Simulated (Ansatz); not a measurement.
Program: Ansatz. Geometries: PBE0-D4/def2-TZVP. ΔE: electronic, gas phase. CCSD(T)/CBS is the MP2 limit (def2-TZVPP, def2-QZVPP) plus CCSD(T) − MP2 in def2-TZVPP, frozen cores. This one scheme is used for every species. DFT in def2-TZVPP. Elements past krypton have def2 core potentials. For In outer-core shells are correlated without core-valence functions, which leaves a few kJ/mol of doubt a bond.

Reaction (hydrogenolysis of a C–C bond): `C/C=[N]\[InH2]` + H₂ → `C=[N][InH2]` + CH₄

CCSD(T)/CBS gives -31.6 kJ/mol.

(1) Another level gave -31.9 kJ/mol. Which?
A. r2SCAN-D4/def2-TZVPP
B. r2SCAN0-D4/def2-TZVPP
C. CAM-B3LYP/def2-TZVPP
D. revPBE-D4/def2-TZVPP

Largest T1 diagnostic among the species: 0.017.

## Answers

(1) B. r2SCAN0-D4 -31.9, CAM-B3LYP -37.8, r2SCAN-D4 -27.1, revPBE-D4 -21.9 kJ/mol.

From BLYP to BHLYP (50 % exact exchange), in def2-TZVPP and without D4, ΔE moves by −8.1 kJ/mol. In def2-TZVPP, CCSD(T) changes the Hartree–Fock value by +22.7 kJ/mol (the triples alone add +4.8 kJ/mol) and MP2 by +26.5 kJ/mol.

CCSD(T)/CBS has its own doubt, a few kJ/mol and more with outer-core shells, so smaller differences from it don't rank the levels.
